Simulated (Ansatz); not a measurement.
C₂H₄FNOSi, SMILES `O[SiH]1CN=C1F`, relaxed with RKS PBE-D4/def2-SVP in the Gaussian-basis code of Ansatz from a rough embedded geometry. The force threshold is 0.03 eV/Å; the program also tests the step.

Total charge 0; spin multiplicity 1.

Start:

```xyz
10

O    -1.209   -1.488   -0.936
Si   -0.650    0.043   -0.536
C     1.171    0.206   -0.180
N     0.895    0.631    1.164
C    -0.416    0.543    1.153
F    -1.200    0.808    2.178
H    -0.894   -2.166   -0.287
H    -1.220    1.087   -1.500
H     1.730    1.037   -0.749
H     1.792   -0.700   -0.306
```

| step | energy (eV) | largest force (eV/Å) | largest move (Å) |
| --- | --- | --- | --- |
| 1 | -16248.2473 | 2.430 | 0.000 |
| 2 | -16248.5759 | 1.386 | 0.114 |
| 3 | -16248.6720 | 0.335 | 0.087 |
| 4 | -16248.6774 | 0.160 | 0.038 |
| 5 | -16248.6800 | 0.113 | 0.047 |
| 6 | -16248.6823 | 0.062 | 0.037 |
| 7 | -16248.6827 | 0.027 | 0.008 |

End:

```xyz
10

O    -1.321   -1.488   -1.015
Si   -0.629   -0.027   -0.575
C     1.233    0.253   -0.197
N     0.873    0.792    1.153
C    -0.392    0.560    1.221
F    -1.106    0.857    2.305
H    -1.026   -2.271   -0.516
H    -1.295    0.971   -1.472
H     1.788    1.001   -0.801
H     1.875   -0.647   -0.102
```

Hardware: 4 threads of an Arm Neoverse V2 on a shared host. Wall time 8.5 s, peak host memory 0.19 GiB.
